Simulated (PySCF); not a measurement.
**Orbital picture of EuCl**

r²SCAN at R = 2.556 Å; basis Eu x2c-TZVPall, Cl x2c-TZVPall; spin-free X2C with a Gaussian nucleus; PySCF 2.14. State: nonet, about 7.0 electrons in the 4f shell (Mulliken). Only the outer orbitals are listed, counted within each symmetry.

```json
{"spin": "α", "orbital": "1φ", "occ.": "1", "ε (eV)": "-3.92", "on Eu (%)": "100", "main shells (%)": "100 Eu f"}
{"spin": "α", "orbital": "1φ", "occ.": "1", "ε (eV)": "-3.92", "on Eu (%)": "100", "main shells (%)": "100 Eu f"}
{"spin": "α", "orbital": "3δ", "occ.": "1", "ε (eV)": "-3.86", "on Eu (%)": "100", "main shells (%)": "100 Eu f"}
{"spin": "α", "orbital": "3δ", "occ.": "1", "ε (eV)": "-3.86", "on Eu (%)": "100", "main shells (%)": "100 Eu f"}
{"spin": "α", "orbital": "17σ", "occ.": "1", "ε (eV)": "-3.84", "on Eu (%)": "100", "main shells (%)": "61 Eu f, 36 Eu s"}
{"spin": "α", "orbital": "9π", "occ.": "1", "ε (eV)": "-3.82", "on Eu (%)": "99", "main shells (%)": "99 Eu f"}
{"spin": "α", "orbital": "9π", "occ.": "1", "ε (eV)": "-3.82", "on Eu (%)": "99", "main shells (%)": "99 Eu f"}
{"spin": "α", "orbital": "18σ", "occ.": "1", "ε (eV)": "-3.71", "on Eu (%)": "98", "main shells (%)": "46 Eu s, 37 Eu f, 9 Eu d"}
{"spin": "α", "orbital": "4δ", "occ.": "0", "ε (eV)": "-1.80", "on Eu (%)": "100", "main shells (%)": "100 Eu d"}
{"spin": "α", "orbital": "4δ", "occ.": "0", "ε (eV)": "-1.80", "on Eu (%)": "100", "main shells (%)": "100 Eu d"}
{"spin": "α", "orbital": "10π", "occ.": "0", "ε (eV)": "-1.75", "on Eu (%)": "99", "main shells (%)": "55 Eu p, 44 Eu d"}
{"spin": "β", "orbital": "17σ", "occ.": "0", "ε (eV)": "-2.06", "on Eu (%)": "99", "main shells (%)": "85 Eu s, 12 Eu p"}
{"spin": "β", "orbital": "9π", "occ.": "0", "ε (eV)": "-0.88", "on Eu (%)": "100", "main shells (%)": "71 Eu p, 29 Eu d"}
{"spin": "β", "orbital": "9π", "occ.": "0", "ε (eV)": "-0.88", "on Eu (%)": "100", "main shells (%)": "71 Eu p, 29 Eu d"}
```

**Question.** Which are the highest filled and the lowest empty level, where do they sit, and how wide is the gap?

**Answer.** Highest filled α 18σ at -3.71 eV (in %: 46 Eu s, 37 Eu f, 9 Eu d); lowest empty β 17σ at -2.06 eV (in %: 85 Eu s, 12 Eu p); the gap at r²SCAN is 1.65 eV.

```json
{
  "bond order (Mayer)": "0.92",
  "⟨S²⟩": "20.011",
  "charge on Eu (Mulliken, basis-dependent)": "0.51",
  "charge on Eu (Löwdin, basis-dependent)": "0.12",
  "dipole moment (positive dipole means Eu(−)Cl(+))": "-4.83 D"
}
```

Spin–orbit coupling is left out. The state is the lowest single determinant that the PBE0 search found; with open d or f shells the true ground state can be another one.
